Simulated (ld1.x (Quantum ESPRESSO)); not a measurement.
## indium (In), PAW: configuration errors across variants

In (Z = 49), PAW, made with ld1.x (Quantum ESPRESSO) 7.5 (LDA (PZ), non-relativistic). Core [Kr], reference 4d10 5s1.75 5p1.25. Waves: 5s (bound): rcut 1.80, rcutus 2.55 bohr; 5s channel at 3.3 Ry: rcut 1.80, rcutus 2.55 bohr; 5p (bound): rcut 2.50, rcutus 3.10 bohr; 5p channel at 3.85 Ry: rcut 2.50, rcutus 3.10 bohr; 4d (bound): rcut 1.35, rcutus 1.55 bohr; 4d channel at -1.1 Ry: rcut 1.35, rcutus 1.55 bohr. Local part: all-electron potential smoothed inside 1.50 bohr (lloc = -1). Core correction: a·sin(br)/r model core inside 0.95 bohr. Augmentation charge: BESSEL, radius 1.45 bohr.

All-electron excitation energies from the reference (eV): (1) 4d10 5s2 5p1 -1.291; (2) 4d10 5s2 5p0 4.365; (3) 4d10 5s1 5p0 23.157; (4) 4d9 5s2 5p1 25.161; (5) 4d9 5s2 5p2 18.093; (6) 4d9 5s0 5p0 107.943; (7) 4d10 5s0 5p0 50.678; (8) 4d10 5s1.75 5p1.25 spin -0.262; (9) 4d10 5s2 5p1 spin -1.406.

Spin tests fill each open shell by Hund’s rule, majority spin first.

1 further variants failed, have other tests or too few solved ones, and are left out.

A true bound ghost makes a file unfit for plane-wave use even where its test errors are small: the radial tests pick states by their node count and pass the ghost by.

Errors AE − PS in meV (a dash: test not solved or not reliable):

| change | (1) | (2) | (3) | (4) | (5) | (6) | (7) | (8) | (9) | bound ghosts |
| --- | --- | --- | --- | --- | --- | --- | --- | --- | --- | --- |
| base | +1.3 | +21 | +28 | -78 | -30 | -287 | +38 | +12 | +6.1 | s |
| waves 5p (bound): rcut 1.90, rcutus 2.02 bohr; 5p channel at 3.85 Ry: rcut 1.90, rcutus 2.02 bohr | +0.3 | +0.1 | -4.6 | -125 | -129 | -267 | -9.5 | +0.6 | +0.2 | s, p |
| waves 5p (bound): rcut 2.22, rcutus 2.36 bohr; 5p channel at 3.85 Ry: rcut 2.22, rcutus 2.36 bohr | +0.3 | -0.2 | -4.1 | -100 | -94 | -270 | -7.4 | +1.8 | +0.6 | s |
| waves 5p (bound): rcut 2.40, rcutus 2.54 bohr; 5p channel at 3.85 Ry: rcut 2.40, rcutus 2.54 bohr | +0.3 | +0.1 | -2.3 | -98 | -87 | -275 | -3.7 | +3.1 | +1.0 | s |
| waves 5p (bound): rcut 2.50, rcutus 2.90 bohr; 5p channel at 3.85 Ry: rcut 2.50, rcutus 2.90 bohr | +0.6 | +6.9 | +9.2 | -92 | -65 | -284 | +13 | +7.6 | +3.3 | s |
| waves 5p (bound): rcut 2.50, rcutus 3.56 bohr; 5p channel at 3.85 Ry: rcut 2.50, rcutus 3.56 bohr | +4.1 | +91 | +117 | -45 | +25 | -258 | +147 | +22 | +16 | s |
| waves 5p (bound): rcut 2.50, rcutus 4.14 bohr; 5p channel at 3.85 Ry: rcut 2.50, rcutus 4.14 bohr | +0.2 | -1.7 | -6.0 | -174 | -159 | -484 | -11 | -0.4 | +0.2 | s |
| waves 5p (bound): rcut 2.50, rcutus 4.66 bohr; 5p channel at 3.85 Ry: rcut 2.50, rcutus 4.66 bohr | -0.3 | -31 | -50 | -5378 | – | – | – | – | – | s, p |

**Question.** Give the same row for: waves 5p (bound): rcut 2.50, rcutus 4.32 bohr; 5p channel at 3.85 Ry: rcut 2.50, rcutus 4.32 bohr.

**Answer.** +0.4, -1.6, -7.8, -165, -138, -510, -15, +0.4, +0.5; bound ghosts: s.
